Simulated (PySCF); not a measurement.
**How methods differ on the excitation energy of Ge**

Ge [Ar] 3d10 4s2 4p2 (3P) → Ge [Ar] 3d10 4s1 4p2 5s1 (5P), as a difference of total energies. All numbers are calculated (PySCF 2.14, scalar relativity through the core potential, in aug-cc-pVTZ-PP with ECP10MDF). Correlated levels: valence: 3s2 3p6 3d10 frozen. The calculations carry no spin-orbit coupling.

```
           method  excitation energy (cm⁻¹)
              UHF                     74153
    MP2 (valence)                     82173
SCS-MP2 (valence)                     84789
   CCSD (valence)                     83999
CCSD(T) (valence)                     84345
```

The upper state lies above the first ionisation limit, but in LS coupling its spin forbids autoionisation to the ground ion. A Rydberg-like electron needs more diffuse functions than a valence basis has.

The promoted electron is Rydberg-like, and one or two diffuse shells describe it only roughly, which tends to raise the upper state.
